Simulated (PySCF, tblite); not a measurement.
Isomers of C4H8OS2Si, one GFN2-xTB conformer each. Single-point energies are computed at PBE0/pcSseg-1 (PySCF, gas phase, no added dispersion term), electronic only.

Problem. Rank them by PBE0/pcSseg-1 energy, lowest first (kcal/mol).
A. `[CH2:1]=[CH:2][O:3][Si@H:4]([SH:5])[S:6][CH:7]=[CH2:8]` with C1–C2–O3–Si4 -5°, C2–O3–Si4–S5 -61°, O3–Si4–S5–H 10°, O3–Si4–S6–C7 176°, Si4–S6–C7–C8 0°
B. `[O:1]=[CH:2][C@@H:3]1[CH2:4][S:5][S:6][CH2:7][SiH2:8]1` with O1–C2–C3–C4 -163°, C2–C3–C4–S5 -60°, C3–C4–S5–S6 -74°, C4–S5–S6–C7 73°, S5–S6–C7–Si8 -67°

Solution. A (0.0), B (19.2).

As drawn, the lower has an S–H bond, an Si–O bond and a C=C bond outside aromatic rings, which the higher lacks; the higher has a C=O bond and an Si–C bond, which the lower lacks. GFN2-xTB itself gives, in the same order: 0.0, 26.4. Both levels put the same isomer lowest.

Problem. Which frontier levels, dipoles and rotational constants go with these structures?

Solution. 
| SMILES | HOMO (eV, PBE0/pcSseg-1) | LUMO (eV) | dipole (D) | A, B, C (MHz) |
| --- | --- | --- | --- | --- |
| C=CO[Si@H](S)SC=C | -6.79 | -0.56 | 1.34 | 2059, 787.2, 616.6 |
| O=C[C@@H]1CSSC[SiH2]1 | -6.81 | -1.07 | 1.82 | 1826, 1023, 786.9 |

Problem. What happens when harmonic zero-point energies from GFN2-xTB frequencies are added?

Solution. 
```csv
SMILES,ZPE (kcal/mol),electronic (kcal/mol),with ZPE (kcal/mol)
C=CO[Si@H](S)SC=C,67.2,0.0,0.0
O=C[C@@H]1CSSC[SiH2]1,68.5,19.2,20.5
```

The zero-point energies span 1.3 kcal/mol. The order is unchanged.
